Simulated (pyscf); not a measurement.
[O=C=GeH]• (SMILES O=[C]=[GeH]), doublet

Gas-phase minimum from PySCF at ωB97X-D3(BJ)/def2-SVP, one conformer. Other isomers of [O=C=GeH]• were not searched in full and may lie lower. 

```xyz
4

O      0.0277     0.2827     1.2500
C     -0.6091    -0.3129     0.5099
Ge    -1.5993    -1.4774    -0.7379
H     -2.5066    -0.1881    -0.9267
```
Charge 0, spin multiplicity 2.

Bond lengths (Å): O1–C2 1.144, C2–Ge3 1.973, Ge3–H4 1.588. Angles (°): O1–C2–Ge3 174.9, C2–Ge3–H4 83.3.

Properties at ωB97X-D3(BJ)/def2-SVP:

| Quantity | Result |
|---|---|
| Harmonic wavenumbers, unscaled | 263, 287, 378, 736, 1970, 2116 cm⁻¹ |
| Zero-point energy | 8.2 kcal/mol |
| Rotational symmetry number | 1 |
| Entropy of this conformer at 298 K and 1 atm, rigid rotor and harmonic oscillator, modes under 100 cm⁻¹ raised to 100 | 284.8 J/(mol K) |
| Dipole moment | 0.31 D |
| Spin expectation value S2 | 0.754 |

Single-point totals, which compare only within one level (frozen core for MP2 and CC):

```csv
level,total energy (hartree)
ωB97X-D3(BJ)/def2-TZVP,-2190.89619
PBE/def2-TZVP,-2190.49702
r²SCAN/def2-TZVP,-2190.86443
B3LYP-D3(BJ)/def2-TZVP,-2190.98483
PBE0-D3(BJ)/def2-TZVP,-2190.54150
M06-2X/def2-TZVP,-2190.88735
ωB97M-D3(BJ)/def2-TZVP,-2190.98158
UHF/def2-TZVPP,-2188.68483
MP2/def2-TZVPP,-2189.27998
CCSD/def2-TZVPP,-2189.28614
CCSD(T)/def2-TZVPP,-2189.31510
```

The CCSD(T) − MP2 part came from Ansatz, without density fitting, on the same reference. The frozen core leaves the outer d or s,p core shells of the metals and heavy elements correlated in the MP2 and CC values, and def2-TZVPP describes them poorly, so these totals are far from the basis limit. Elements up to Kr have no core potential and no relativistic terms here.
